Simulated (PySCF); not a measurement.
Heteronuclear NMR

Molfile (atoms numbered from 1):
```
C7H7N3
     RDKit          3D

 17 18  0  0  0  0  0  0  0  0999 V2000
    3.0275   -0.6965    0.3053 C   0  0  0  0  0  0  0  0  0  0  0  0
    1.7728    0.0958    0.3926 C   0  0  0  0  0  0  0  0  0  0  0  0
    1.7589    1.4150    0.6633 N   0  0  0  0  0  0  0  0  0  0  0  0
    0.5468    1.8806    0.6854 N   0  0  0  0  0  0  0  0  0  0  0  0
   -0.2669    0.8545    0.4252 N   0  0  0  0  0  0  0  0  0  0  0  0
   -1.6288    0.9215    0.3565 C   0  0  0  0  0  0  0  0  0  0  0  0
   -2.3244   -0.2183    0.0803 C   0  0  0  0  0  0  0  0  0  0  0  0
   -1.6378   -1.4503   -0.1318 C   0  0  0  0  0  0  0  0  0  0  0  0
   -0.2695   -1.5004   -0.0591 C   0  0  0  0  0  0  0  0  0  0  0  0
    0.4459   -0.3143    0.2280 C   0  0  0  0  0  0  0  0  0  0  0  0
    3.0529   -1.5091    1.0486 H   0  0  0  0  0  0  0  0  0  0  0  0
    3.1585   -1.1511   -0.6896 H   0  0  0  0  0  0  0  0  0  0  0  0
    3.8803   -0.0318    0.4942 H   0  0  0  0  0  0  0  0  0  0  0  0
   -2.0609    1.9065    0.5331 H   0  0  0  0  0  0  0  0  0  0  0  0
   -3.4127   -0.1738    0.0237 H   0  0  0  0  0  0  0  0  0  0  0  0
   -2.2107   -2.3529   -0.3524 H   0  0  0  0  0  0  0  0  0  0  0  0
    0.2797   -2.4300   -0.2172 H   0  0  0  0  0  0  0  0  0  0  0  0
  1  2  1  0
  2  3  1  0
  3  4  2  0
  4  5  1  0
  5  6  1  0
  6  7  2  0
  7  8  1  0
  8  9  2  0
  9 10  1  0
 10  2  2  0
 10  5  1  0
  1 11  1  0
  1 12  1  0
  1 13  1  0
  6 14  1  0
  7 15  1  0
  8 16  1  0
  9 17  1  0
M  END
```

PySCF 2.14.0 with density-fitted response routines calculation with structure optimised with PBE0-D3(BJ)/def2-SVP and PBE0/pcSseg-1 with gauge-including orbitals; no relativistic terms, rapidly exchanging positions averaged, gas phase, single conformer.

Q: Where does ¹⁵N resonate?

A: 
```json
{"atoms": "N3", "environment": "pyridine-type nitrogen of an azole", "σ (ppm)": "-135.6", "δ (ppm)": "-26.3"}
{"atoms": "N4", "environment": "pyridine-type nitrogen of an azole", "σ (ppm)": "-104.5", "δ (ppm)": "-54.8"}
{"atoms": "N5", "environment": "pyrrole-type ring nitrogen", "σ (ppm)": "-24.8", "δ (ppm)": "-127.7"}
```

Shieldings were converted by a linear fit to measured shifts: ¹⁵N (scatter 7.2 ppm rms vs CH3NO2, solution or neat liquid). Occasional misses reach two or three times the rms, and more in compound classes unlike the fitted ones.

On a 500 MHz spectrometer ¹⁵N resonates near 50.7 MHz, so 1 ppm is 50.7 Hz.
